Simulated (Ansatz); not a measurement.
Molecule: sum formula H₃Si₂OCl₂ (charge 0, doublet). It need not be the lowest isomer of its formula. SMILES: Cl[Si](Cl)O[SiH3]
Coordinates optimised at B3LYP-D3(BJ)/def2-TZVP (Ansatz, an electronic-structure program):
```xyz
8

Si    -2.4555    -0.4992     0.1987
O     -0.8657    -0.4813     0.6627
Si     0.5843     0.2225     0.5410
Cl     0.4940     1.7346    -0.8766
Cl     1.9680    -1.1901    -0.0571
H     -3.0591     0.8254     0.4545
H     -2.5390    -0.8237    -1.2405
H     -3.1341    -1.5345     1.0019
```
Charge 0, spin multiplicity 2.

Quantity: atomisation energy (electronic, to ground-state atoms); the coupled-cluster value holds the core correlation from cc-pwCVTZ, in eV. Correlated levels leave the core frozen unless marked. Open shells are spin-unrestricted. Spin-orbit coupling is left out. No relativistic terms. CBS(X,Y): correlation extrapolated as X^-3; Hartree-Fock from the larger set.

Level to compare with: CCSD(T)/CBS(cc-pV(T+d)Z,cc-pV(Q+d)Z) plus the core term (Ansatz), 27.76 eV. It is a level with limits of its own, and the differences hold the functionals' basis error too.

Q: Rank these functionals by how close they come to CCSD(T)/CBS(cc-pV(T+d)Z,cc-pV(Q+d)Z), closest first: r2SCAN0/def2-TZVPD (Ansatz); HSE06/def2-TZVPD (Ansatz); r2SCANh/def2-TZVPD (Ansatz).

A: r2SCANh/def2-TZVPD (hybrid meta-GGA, 27.56 eV, difference -0.20), r2SCAN0/def2-TZVPD (hybrid meta-GGA, 27.28 eV, difference -0.48), HSE06/def2-TZVPD (screened hybrid, 27.11 eV, difference -0.65)
